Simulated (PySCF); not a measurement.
# Where the electron goes

Species: C6H10FN3.
Geometry (PBE0-D3(BJ)/def2-SVP, Å), atoms numbered from 1 in this order:
```xyz
20
C6H10FN3 angstrom
C      1.9695   -1.1307    0.6783
C      1.4871   -0.0948   -0.2658
C      2.1393    0.6533   -1.2263
F      3.4183    0.6070   -1.5349
N      1.2898    1.4783   -1.8418
N      0.1134    1.2960   -1.3257
N      0.2120    0.3657   -0.3835
C     -0.9810   -0.0583    0.3451
C     -1.9542   -0.7419   -0.6044
C     -1.5956    1.1241    1.0779
H      1.7875   -0.8513    1.7282
H      3.0525   -1.2559    0.5485
H      1.4949   -2.1087    0.4999
H     -0.6214   -0.7920    1.0830
H     -1.4835   -1.6040   -1.0995
H     -2.2815   -0.0356   -1.3808
H     -2.8376   -1.0969   -0.0541
H     -1.9102    1.8936    0.3587
H     -0.8732    1.5770    1.7724
H     -2.4739    0.7972    1.6533
```

Computed, not measured: TDDFT wB97X-D/def2-SVPD, vertical, gas phase, core orbitals frozen in the response in PySCF.

Kohn–Sham orbitals with the atoms that hold most of them (Löwdin shares over 4%, at most four atoms; ? is withheld):

```json
{"orbital": "LUMO+2", "ε (eV)": "2.58", "atoms": "C10 12%, C9 11%, C1 11%, H20 10%"}
{"orbital": "LUMO+1", "ε (eV)": "1.85", "atoms": "C1 20%, H14 8%, H13 8%, H11 8%"}
{"orbital": "LUMO", "ε (eV)": "1.56", "atoms": "?"}
{"orbital": "HOMO", "ε (eV)": "?", "atoms": "C3 22%, C2 22%, N6 22%, F4 11%"}
{"orbital": "HOMO-1", "ε (eV)": "-9.70", "atoms": "?"}
{"orbital": "HOMO-2", "ε (eV)": "-10.20", "atoms": "N5 29%, N7 28%, N6 9%, C2 8%"}
{"orbital": "HOMO-3", "ε (eV)": "-11.70", "atoms": "N6 38%, N5 34%, N7 6%, C2 4%"}
```

Problem. Give the leading atoms of the HOMO-1.

Solution. N5 (bonded to C and N) 43%; N6 (bonded to 2 N) 29%; C3 (bonded to C, F and N) 10%; N7 (bonded to 2 C and N) 8%. By element: nitrogen 81%, carbon 10% or more.

Problem. Which atoms hold the LUMO, and with what shares?

Solution. N6 (bonded to 2 N) 27%; N7 (bonded to 2 C and N) 20%; N5 (bonded to C and N) 16%; C2 (bonded to 2 C and N) 15%. By element: nitrogen 63%, carbon 15% or more.

Problem. What is the HOMO energy, and the HOMO–LUMO gap?

Solution. ε(HOMO) = -8.97 eV; the gap is 10.52 eV (0.3867 hartree).

Problem. How does S1 compare with the orbital gap of 10.52 eV?

Solution. S1 is at 5.89 eV (f = 0.010), 4.64 eV below the gap, made of HOMO-1→LUMO (96%). Its leading pair isn't HOMO and LUMO; the energies of that pair differ by 11.26 eV. Without the coupling terms of the response equations the lowest excitation would equal the gap.

Problem. One configuration dominates each of S1, S2, S3, S4 and S8. Which, and how do the shares of the two leading atoms of either orbital change from the occupied to the empty one?

Solution. 
- S1 (5.89 eV, f 0.010), HOMO-1→LUMO (96%): N5 43% → 16%, N6 29% → 27%, N7 8% → 20%
- S2 (6.27 eV, f 0.123), HOMO→LUMO (93%): C3 22% → at most 16%, C2 22% → 15%, N6 22% → 27%, N7 at most 11% → 20%
- S3 (6.88 eV, f 0.0016), HOMO→LUMO+1 (75%): C3 22% → at most 8%, C2 22% → at most 8%, C1 at most 11% → 20%, H14 at most 11% → 8%
- S4 (7.28 eV, f 0.109), HOMO-2→LUMO (81%): N5 29% → 16%, N7 28% → 20%, N6 9% → 27%
- S8 (8.06 eV, f 0.0074), HOMO-1→LUMO+1 (72%): N5 43% → at most 8%, N6 29% → at most 8%, C1 at most 9% → 20%, H14 at most 9% → 8%

Löwdin shares depend on the basis, the more so with diffuse functions.

One conformer stands for the species.
